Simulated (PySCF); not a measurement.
Two species compared at the same levels of theory.

First species: FH11N2Si4.
SMILES: `F[Si]([SiH3])(N[SiH3])N[SiH3]`

Second species: CH12OSi4.
SMILES: `[SiH3]C[Si@H]([SiH3])O[SiH3]`

Levels: wB97X-D/def2-SVPD for dipole moment, HOMO energy, LUMO energy, HOMO–LUMO gap, static isotropic polarisability and electronic spatial extent ⟨r²⟩ about the centre of nuclear charge; TDDFT wB97X-D/def2-SVPD for lowest singlet excitation; TDA wB97X-D/def2-SVPD for lowest triplet excitation (Tamm–Dancoff); GFN2-xTB for rotational constant A and rotational constant C. Geometries: GFN2-xTB. Each species is one conformer at its optimised geometry, gas phase, non-relativistic unless stated; the electronic structure was computed with PySCF and density fitting.

The conformers computed, where there is a choice (atom-mapped SMILES and torsion angles):
- `[F:1][Si:2]([SiH3:3])([NH:4][SiH3:5])[NH:6][SiH3:7]`: F1–Si2–N4–Si5 -76°, F1–Si2–N6–Si7 51°
- `[SiH3:1][CH2:2][Si@H:3]([SiH3:4])[O:5][SiH3:6]`: Si1–C2–Si3–Si4 175°, C2–Si3–O5–Si6 -19°

```tsv
property	column X	column Y
dipole moment	2.19 D	0.70 D
HOMO energy	-9.48 eV	-9.60 eV
LUMO energy	1.37 eV	1.34 eV
HOMO–LUMO gap	10.85 eV	10.94 eV
lowest singlet excitation	6.48 eV	6.52 eV
lowest triplet excitation (Tamm–Dancoff)	6.05 eV	5.88 eV
static isotropic polarisability	119.0 au	123.5 au
electronic spatial extent ⟨r²⟩ about the centre of nuclear charge	2066 bohr²	1867 bohr²
rotational constant A	1.723 GHz	1.428 GHz
rotational constant C	0.584 GHz	0.628 GHz
```

Problem. Which column belongs to which species?

Solution. Column X is the first species and column Y the second. The first has 18 atoms and 90 electrons, the second 18 and 82.

Problem. How does each property change from the first species to the second?

Solution. dipole moment -1.49 D; HOMO energy -0.12 eV; LUMO energy -0.03 eV; HOMO–LUMO gap +0.09 eV; lowest singlet excitation +0.04 eV; lowest triplet excitation (Tamm–Dancoff) -0.17 eV; static isotropic polarisability +4.5 au; electronic spatial extent ⟨r²⟩ about the centre of nuclear charge -199 bohr²; rotational constant A -0.295 GHz; rotational constant C +0.044 GHz.

On the first: A dipole of 2.19 D is allowed in C1, and pure rotational transitions are dipole-allowed. The polarisability is 17.64 Å³ as a volume (1 au = 0.148185 Å³), or 1.32 au for each of the 90 electrons.

On the second: The dipole equals about 2.3 × 10⁻³⁰ C·m (1 D = 3.33564 × 10⁻³⁰ C·m).
